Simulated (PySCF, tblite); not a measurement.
Isomers of C4H11FO2Si, one GFN2-xTB conformer each. Single-point energies are computed at PBE0/pcSseg-1 (PySCF, gas phase, no added dispersion term), electronic only.

```tsv
SMILES	GFN2-xTB relative energy (kJ/mol)
COC[C@H](CF)O[SiH3]	186.3
CC(C)(CF)O[SiH2]O	0.0
CC(C)[Si](O)(O)CF	97.2
```

Conformers: `[CH3:1][O:2][CH2:3][C@H:4]([CH2:5][F:6])[O:7][SiH3:8]` with C1–O2–C3–C4 -179°, O2–C3–C4–C5 -59°, C3–C4–C5–F6 165°, C3–C4–O7–Si8 -173°; `[CH3:1][C:2]([CH3:3])([CH2:4][F:5])[O:6][SiH2:7][OH:8]` with C1–C2–C4–F5 61°, C1–C2–O6–Si7 -158°, C2–O6–Si7–O8 -178°, O6–Si7–O8–H 19°; `[CH3:1][CH:2]([CH3:3])[Si:4]([OH:5])([OH:6])[CH2:7][F:8]` with C1–C2–Si4–O5 -58°, C2–Si4–O5–H -84°, C2–Si4–O6–H -67°, C2–Si4–C7–F8 62°.

Q: What does PBE0/pcSseg-1 give for the same structures?

A: 
| SMILES | PBE0/pcSseg-1 E (Eh) | PBE0/pcSseg-1 (kJ/mol) | GFN2-xTB (kJ/mol) | point group |
| --- | --- | --- | --- | --- |
| CC(C)[Si](O)(O)CF | -698.30462 | 0.0 | 97.2 | C1 |
| CC(C)(CF)O[SiH2]O | -698.28049 | 63.3 | 0.0 | C1 |
| COC[C@H](CF)O[SiH3] | -698.19956 | 275.8 | 186.3 | C1 |

GFN2-xTB puts CC(C)(CF)O[SiH2]O lowest instead; measured from each level's own lowest isomer, the values differ by up to 97.2 kJ/mol (CC(C)[Si](O)(O)CF: 97.2 against 0.0). As drawn, the lowest has an O–H bond and an Si–C bond, which the highest lacks.

Q: Which frontier levels, dipoles and rotational constants go with these structures?

A: 
```tsv
SMILES	HOMO (eV, PBE0/pcSseg-1)	LUMO (eV)	dipole (D)	A, B, C (MHz)
CC(C)[Si](O)(O)CF	-7.50	0.83	1.44	1650, 1434, 1166
CC(C)(CF)O[SiH2]O	-8.12	0.82	0.72	3155, 882.7, 858.9
COC[C@H](CF)O[SiH3]	-7.73	0.54	2.31	2922, 839.1, 679.5
```

Q: What happens when harmonic zero-point energies from GFN2-xTB frequencies are added?

A: 
| SMILES | ZPE (kJ/mol) | electronic (kJ/mol) | with ZPE (kJ/mol) |
| --- | --- | --- | --- |
| CC(C)[Si](O)(O)CF | 394.0 | 0.0 | 0.0 |
| CC(C)(CF)O[SiH2]O | 383.9 | 63.3 | 53.3 |
| COC[C@H](CF)O[SiH3] | 378.4 | 275.8 | 260.3 |

The zero-point energies span 15.6 kJ/mol. The order is unchanged.
